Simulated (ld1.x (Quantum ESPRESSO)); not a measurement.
**Configuration tests for chlorine (Cl) (TM)**

```json
{
  "Element": "chlorine (Cl)",
  "Generator": "ld1.x (Quantum ESPRESSO) 7.5",
  "Type": "norm-conserving Troullier–Martins (Kleinman–Bylander form)",
  "Functional": "PBE",
  "Relativity": "non-relativistic",
  "Frozen core": "[Ne]",
  "Valence charge": "7",
  "Reference configuration": "3s1.75 3p5.25",
  "Partial waves": "3p (bound): rc 1.15 bohr; 3d channel at 0.25 Ry: rc 0.95 bohr; 3s (bound): rc 1.10 bohr",
  "Local potential": "the s channel",
  "Core correction": "none"
}
```

Energies are relative to the spin-unpolarised reference configuration 3s1.75 3p5.25; without spin polarisation the order of configurations can differ from experiment.

Problem. Give the all-electron excitation energy and the error of the potential for: 3s2 3p5; 3s2 3p4; 3s2 3p3; 3s1 3p5; 3s2 3p1; 3s2 3p2; 3s2 3p5.3.

Solution.

```tsv
valence configuration	charge	ΔE all-electron (eV)	error AE − PS (meV)
3s2 3p5	0	-2.983	+0.1
3s2 3p4	+1	10.907	+3.6
3s2 3p3	+2	36.366	+24
3s1 3p5	+1	23.425	+6.5
3s2 3p1	+4	126.919	+199
3s2 3p2	+3	74.679	+79
3s2 3p5.3	-0.3	-5.126	+0.4
```
